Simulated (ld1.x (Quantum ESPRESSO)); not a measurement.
Nd (Z = 60): excitation energies, all-electron against RRKJ

- Element: Nd (Z = 60)
- Generator: ld1.x (Quantum ESPRESSO) 7.5
- Type: norm-conserving RRKJ (Kleinman–Bylander form)
- Functional: LDA (PZ)
- Relativity: fully relativistic
- Frozen core: [Kr] 4d10
- Valence charge: 14
- Reference configuration: 4f4 5s2 5p6 5d0 6s0 6p0 (charge +2)
- Partial waves: 5p (bound): rc 2.95 bohr; 5d (bound, empty): rc 2.00 bohr; 4f (bound): rc 1.75 bohr; 5s (bound): rc 1.40 bohr
- Local potential: the s channel
- Core correction: none

Open shells are filled in proportion to 2j + 1 (rel_dist='average').

Energies are relative to the spin-unpolarised reference configuration 4f4 5s2 5p6 5d0 6s0 6p0; without spin polarisation the order of configurations can differ from experiment.

(1) Give the all-electron excitation energy and the error of the potential for: 4f4 5s2 5p6 5d0 6s2 6p0; 4f4 5s2 5p6 5d0 6s1 6p0; 4f3 5s2 5p6 5d0 6s0 6p0; 4f4 5s2 5p6 5d0.5 6s1.5 6p0; 4f4 5s1 5p6 5d0 6s2 6p0; 4f3 5s2 5p6 5d0 6s2 6p0; 4f4 5s2 5p6 5d0 6s1 6p1.

A Bessel basis up to 400 Ry misses an occupied level by 0.20 Ry, so cutoffs and ghosts were not judged.

Results:

(1)

```
      valence configuration  charge  ΔE all-electron (eV)  error AE − PS (meV)
    4f4 5s2 5p6 5d0 6s2 6p0       0               -16.986                  +73
    4f4 5s2 5p6 5d0 6s1 6p0      +1               -10.989                  +50
    4f3 5s2 5p6 5d0 6s0 6p0      +3                22.700                 +409
4f4 5s2 5p6 5d0.5 6s1.5 6p0       0               -16.159                  +52
    4f4 5s1 5p6 5d0 6s2 6p0      +1                28.836                 +171
    4f3 5s2 5p6 5d0 6s2 6p0      +1                -8.623                 +562
    4f4 5s2 5p6 5d0 6s1 6p1       0               -14.570                  +60
```
